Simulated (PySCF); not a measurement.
## Electron correlation in Tc (technetium, neutral)

Starting occupation: [Kr] 4d4 5s2 5p1, 4d5/2 with m_j = -1/2, +1/2, +3/2, +5/2, 5p3/2 with m_j = +3/2. All numbers are calculated (PySCF 2.14, X2C-1e with screened-nucleus spin-orbit coupling, Gaussian nucleus, in x2c-TZVPall-2c with one added diffuse shell each of s, p, d type (9s10p8d1f, 86 functions)). Frozen: [Ar] 3d10; 15 electrons correlated; the 6 highest virtual spinors left out.

MP2 pair energies summed by pair of shells (mhartree):

```json
{"pair": "4d-4p", "energy": "-101.92", "share (%)": "30.5"}
{"pair": "4p-4p", "energy": "-76.56", "share (%)": "22.9"}
{"pair": "4d-4d", "energy": "-27.96", "share (%)": "8.4"}
{"pair": "4d-5s", "energy": "-27.13", "share (%)": "8.1"}
{"pair": "4p-4s", "energy": "-23.24", "share (%)": "7.0"}
{"pair": "4p-5s", "energy": "-22.95", "share (%)": "6.9"}
{"pair": "5s-5s", "energy": "-15.16", "share (%)": "4.5"}
{"pair": "5p-5s", "energy": "-11.83", "share (%)": "3.5"}
{"pair": "4d-4s", "energy": "-9.92", "share (%)": "3.0"}
{"pair": "4d-5p", "energy": "-5.77", "share (%)": "1.7"}
{"pair": "4p-5p", "energy": "-5.38", "share (%)": "1.6"}
{"pair": "4s-4s", "energy": "-4.28", "share (%)": "1.3"}
{"pair": "4s-5s", "energy": "-1.51", "share (%)": "0.5"}
{"pair": "4s-5p", "energy": "-0.33", "share (%)": "0.1"}
```

Total MP2 correlation energy: -333.93 mhartree.

The GHF reference relaxed away from the jj start to a determinant that is no pure jj level (⟨S²⟩ = 8.73, ⟨J²⟩ = 35.80); the energies belong to that determinant.

This basis was not built for core-valence correlation, so the inner-shell part is incomplete.
